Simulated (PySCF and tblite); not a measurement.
2 diastereomers of C₅H₈FNO, numbered alike:

```json
{"isomer": "A", "SMILES": "[CH3:1][O:2][C@H:3]([CH3:4])[C@H:5]([F:6])[C:7]#[N:8]", "descriptors (one enantiomer)": "3R, 5R"}
{"isomer": "B", "SMILES": "[CH3:1][O:2][C@@H:3]([CH3:4])[C@H:5]([F:6])[C:7]#[N:8]", "descriptors (one enantiomer)": "3S, 5R"}
```

Protocol: conformer search, at most 6 conformers an isomer, GFN2-xTB geometries, energies PBE0/pcSseg-1 (D3(BJ) added where defined), GIAO shieldings PBE0/pcSseg-1, weights at 298.15 K with GFN2-xTB thermal terms. Programs: PySCF with density fitting and tblite.

**Question.** What shifts does each isomer give (ppm)?

**Answer.** 
A: ¹H (against TMS): 5.32 (H5, 1H), 3.66 (H3, 1H), 3.62 (H1, 3H), 1.46 (H4, 3H). ¹³C (against TMS): 120.2 (C7), 84.5 (C5), 82.8 (C3), 59.7 (C1), 16.9 (C4). ¹⁹F (against CFCl3): -223.2 (F6). ¹⁵N (against NH3): 319.3 (N8).

B: ¹H (against TMS): 4.97 (H5, 1H), 3.66 (H1, 3H), 3.61 (H3, 1H), 1.38 (H4, 3H). ¹³C (against TMS): 120.8 (C7), 84.5 (C5), 83.9 (C3), 59.7 (C1), 16.7 (C4). ¹⁹F (against CFCl3): -224.3 (F6). ¹⁵N (against NH3): 316.4 (N8).

Unscaled ¹⁹F and ¹⁵N shifts at such levels can be off by tens of ppm; differences between conformers or isomers are more reliable. Shifts are unscaled: against experiment ¹³C can be off by 15 ppm or more and ¹H by 0.8 ppm. The cap on conformers cut off some of the population, so the set may be incomplete.


¹⁵N shifts are against a computed isolated NH3 molecule, about 20 ppm from the liquid.